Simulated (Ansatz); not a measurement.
`NCBBr` and `CBCN` differ in one atom or group.

Ansatz, PBE0-D4/def2-TZVP geometries, multiplicity 1. Each molecule was computed in one conformer, which needn't be the lowest.

Scalar relativity is left out up to krypton.

| property | `NCBBr` |
| --- | --- |
| HOMO energy (PBE/def2-TZVPP) / eV | -5.55 |
| LUMO energy (PBE0/def2-TZVPP) / eV | -1.34 |
| HOMO–LUMO gap (PBE/def2-TZVPP) / eV | 3.28 |
| HOMO energy (ωB97M-V/def2-TZVPP) / eV | -9.44 |
| size of the dipole moment (ωB97M-V/def2-TZVPP) / D | 1.86 |
| HOMO–LUMO gap (B3LYP/def2-TZVPP) / eV | 5.25 |

Question: What does the change do to each property? (An estimate is asked.)

Answer: The calculation gave: 
```csv
property,`CBCN`,shift
HOMO energy (PBE/def2-TZVPP) / eV,-5.22,0.33
LUMO energy (PBE0/def2-TZVPP) / eV,-0.67,0.67
HOMO–LUMO gap (PBE/def2-TZVPP) / eV,3.53,0.25
HOMO energy (ωB97M-V/def2-TZVPP) / eV,-9.12,0.32
size of the dipole moment (ωB97M-V/def2-TZVPP) / D,1.33,-0.53
HOMO–LUMO gap (B3LYP/def2-TZVPP) / eV,5.56,0.31
```

With PBE0 the HOMO rises by 0.33 eV and the LUMO rises by 0.67 eV, so the gap widens by about 0.34 eV. PBE moves the HOMO by 0.33 eV and ωB97M-V by 0.32 eV. Dipoles are sizes alone; their direction can turn.

B3LYP here is the variant with VWN-RPA as its local correlation; programs differ in this.

Spin–orbit coupling is left out; it splits and shifts lone-pair levels of the heavy atoms by tenths of an eV.
